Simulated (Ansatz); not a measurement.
Z-matrix (Å, degrees):
```
Si
O 1 1.615
O 1 1.619 2 107.5
Al 1 2.567 2 122.1 3 171.8
O 1 1.725 2 105.4 3 120.9
O 1 1.597 2 120.8 3 -137.8
H 2 0.958 1 118.0 3 21.7
H 3 0.959 1 117.4 2 -163.3
F 4 1.646 1 122.5 2 -165.1
F 4 1.646 1 119.1 2 1.1
H 5 0.959 1 124.2 2 -23.0
```

The species carries charge 0 and has multiplicity 1. The bonds changed during the relaxation, so this is another structure than the one it started from.

(1) List the CAM-B3LYP/def2-TZVPP orbital energies in eV (Ansatz). (Estimate.)

## Answers

(1) Computed: Occupied: -1803.29, -1526.83, -672.22, -672.19, -524.61, -523.53, -523.50, -522.27, -147.61, -114.79, -103.01, -102.95, -102.92, -75.49, -75.40, -75.39, -33.08, -32.83, -31.94, -30.89, -30.37, -28.86, -19.23, -18.17, -17.32, -15.50, -14.82, -14.16, -14.05, -13.46, -13.29, -13.07, -12.83, -12.74, -12.52, -12.40, -12.22, -12.15, -11.70, -11.08. Lowest empty: 0.27, 1.44, 1.79, 1.93, 3.08, 3.50, 3.68, 3.91.
